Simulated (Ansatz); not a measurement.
`[SiH3][SiH2][GaH2]` + H₂ → `[GaH3]` + `[SiH3][SiH3]`  (hydrogenolysis of a Ga–Si bond)

Isolated molecules relaxed with PBE0-D4/def2-TZVP in Ansatz; ΔE leaves out vibrations. CBS: MP2 limit from def2 TZ/QZ plus the TZ coupled-cluster correction, frozen cores. This one scheme is used for every species. Functionals use def2-TZVPP. For Ga outer-core shells are correlated without core-valence functions, which leaves a few kJ/mol of doubt a bond. Scalar relativity is left out up to krypton.

`[SiH3][SiH2][GaH2]`:

```xyz
10

Si    0.528    1.633    0.400
Si   -0.076   -0.594    0.798
Ga   -0.638   -1.640   -1.295
H     0.883    2.340    1.659
H    -0.601    2.356   -0.248
H     1.698    1.685   -0.520
H     1.072   -1.268    1.470
H    -1.228   -0.593    1.746
H     0.466   -2.356   -2.155
H    -2.104   -1.564   -1.856
```

H₂:

Z-matrix (Å, degrees):
```
H
H 1 0.746
```

`[GaH3]`:

Z-matrix (Å, degrees):
```
Ga
H 1 1.568
H 1 1.568 2 120.0
H 1 1.568 2 120.0 3 -179.9
```

`[SiH3][SiH3]`:

Cartesian coordinates in Å:
```
Si 0.801 -0.052 -0.850
Si -0.801 0.052 0.850
H 0.971 1.285 -1.481
H 2.112 -0.487 -0.297
H 0.381 -1.022 -1.896
H -2.111 0.490 0.297
H -0.379 1.019 1.898
H -0.974 -1.286 1.478
```

Problem. Is it downhill or uphill in electronic energy at CCSD(T)/CBS, and by how much? (Estimate.)

Solution. The calculation gave: Uphill: ΔE = +10.5 kJ/mol.

Problem. What do these levels give: PBE-D4, CAM-B3LYP-D4, ωB97X-V, B2PLYP, PBE-QIDH, r2SCAN, r2SCAN0, LC-ωPBE, CCSD/def2-SVP, MP2/def2-TZVPP, CCSD/def2-TZVPP, HF/CBS(def2)? (Best estimate.)

Solution. Ansatz gave: PBE-D4 20.5, CAM-B3LYP-D4 -2.0, ωB97X-V 1.2, B2PLYP 0.9, PBE-QIDH 7.0, r2SCAN 11.4, r2SCAN0 7.3, LC-ωPBE -0.3, CCSD/def2-SVP -7.7, MP2/def2-TZVPP 8.8, CCSD/def2-TZVPP 0.5, HF/CBS(def2) -26.9 kJ/mol.

Largest T1 diagnostic among the species: 0.014.

The D4 term adds +9.9 kJ/mol with B3LYP and +5.5 kJ/mol with PBE0; it sums over pairs of atoms, weighted by their polarisabilities, and B3LYP, whose exchange is more repulsive, gets the larger term. From PBE to PBE0 (25 % exact exchange), in def2-TZVPP and without D4, ΔE moves by −5.8 kJ/mol. In def2-TZVPP, CCSD(T) changes the Hartree–Fock value by +31.7 kJ/mol (the triples alone add +5.6 kJ/mol) and MP2 by +34.4 kJ/mol.

B3LYP here is the variant with VWN-RPA as its local correlation; programs differ in this.
